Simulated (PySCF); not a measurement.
A side-by-side comparison of computed properties.

First species: N-vinylformamide, C3H5NO.
SMILES: `C=CNC=O`

Second species: 2-methylpyridine-N-oxide, C6H7NO.
InChI=1S/C6H7NO/c1-6-4-2-3-5-7(6)8/h2-5H,1H3

Levels: CAM-B3LYP/def2-SVPD for dipole moment, HOMO energy, LUMO energy, HOMO–LUMO gap, static isotropic polarisability and electronic spatial extent ⟨r²⟩ about the centre of nuclear charge; TDDFT CAM-B3LYP/def2-SVPD for lowest singlet excitation; TDA CAM-B3LYP/def2-SVPD for lowest triplet excitation (Tamm–Dancoff); GFN2-xTB for rotational constant A and rotational constant C. Geometries: GFN2-xTB. Each species is one conformer at its optimised geometry, gas phase, non-relativistic unless stated. Electronic properties by PySCF.

The conformers computed, where there is a choice (atom-mapped SMILES and torsion angles):
- `[CH2:1]=[CH:2][NH:3][CH:4]=[O:5]`: C1–C2–N3–C4 180°, C2–N3–C4–O5 0°

```json
{"property": "dipole moment", "column X": "3.62 D", "column Y": "3.99 D"}
{"property": "HOMO energy", "column X": "-8.29 eV", "column Y": "-7.56 eV"}
{"property": "LUMO energy", "column X": "0.53 eV", "column Y": "-0.14 eV"}
{"property": "HOMO–LUMO gap", "column X": "8.82 eV", "column Y": "7.42 eV"}
{"property": "lowest singlet excitation", "column X": "5.47 eV", "column Y": "4.57 eV"}
{"property": "lowest triplet excitation (Tamm–Dancoff)", "column X": "3.93 eV", "column Y": "2.78 eV"}
{"property": "static isotropic polarisability", "column X": "52.0 au", "column Y": "83.2 au"}
{"property": "electronic spatial extent ⟨r²⟩ about the centre of nuclear charge", "column X": "463 bohr²", "column Y": "843 bohr²"}
{"property": "rotational constant A", "column X": "20.306 GHz", "column Y": "3.583 GHz"}
{"property": "rotational constant C", "column X": "2.615 GHz", "column Y": "1.419 GHz"}
```

(1) Which column belongs to which species?

(2) How does each property change from the first species to the second?

Answers

(1) Column X is the first species and column Y the second. The first has 10 atoms and 38 electrons, the second 15 and 58.

(2) dipole moment +0.37 D; HOMO energy +0.73 eV; LUMO energy -0.67 eV; HOMO–LUMO gap -1.40 eV; lowest singlet excitation -0.90 eV; lowest triplet excitation (Tamm–Dancoff) -1.15 eV; static isotropic polarisability +31.2 au; electronic spatial extent ⟨r²⟩ about the centre of nuclear charge +380 bohr²; rotational constant A -16.723 GHz; rotational constant C -1.196 GHz.

On the first: No computed singlet falls in the visible range (750 to 380 nm, 1.65 to 3.26 eV); S1 lies 2.21 eV above its blue end. The dipole equals about 12.1 × 10⁻³⁰ C·m (1 D = 3.33564 × 10⁻³⁰ C·m).

On the second: The dipole matches unit charges of opposite sign 0.83 Å apart (1 e·Å = 4.8032 D). The polarisability is 12.32 Å³ as a volume (1 au = 0.148185 Å³), or 1.43 au for each of the 58 electrons.
